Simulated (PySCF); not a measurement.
**Re (rhenium, neutral) across methods**

[Xe] 4f14 5d7, high-spin 4F determinant (an excited configuration). Computed with PySCF 2.14 in aug-cc-pwCVDZ-PP with ECP60MDF, with scalar relativity through the core potential.

```
 method  E (hartree)  mean ε 5p β (eV)  mean ε 5d α (eV)  mean ε 5d β (eV)  Σ⟨r²⟩ (bohr²)   ⟨S²⟩
  M06-L     -78.3397           -42.391            -3.350            -2.047          51.92  3.774
r2SCANh     -78.3115           -43.630            -4.121            -2.584          52.30  3.764
 r2SCAN     -78.3305           -42.802            -3.694            -2.221          52.60  3.764
LC-wPBE     -78.3099           -46.753            -6.977            -5.470          51.25  3.757
    LDA     -78.1467           -42.149            -3.762            -2.400          53.41  3.757
    PBE     -78.3394           -42.072            -3.599            -2.281          53.30  3.757
    UHF    -77.61801           -50.650            -7.381            -5.055          51.25  3.770
   PBE0     -78.2961           -44.397            -4.633            -3.149          52.21  3.758
   MN15     -78.1882           -44.894            -5.358            -3.966          52.38  3.764
```

Energies and moments cover only the electrons outside the core potential. Spin-orbit coupling, absent here, splits the open shell strongly.
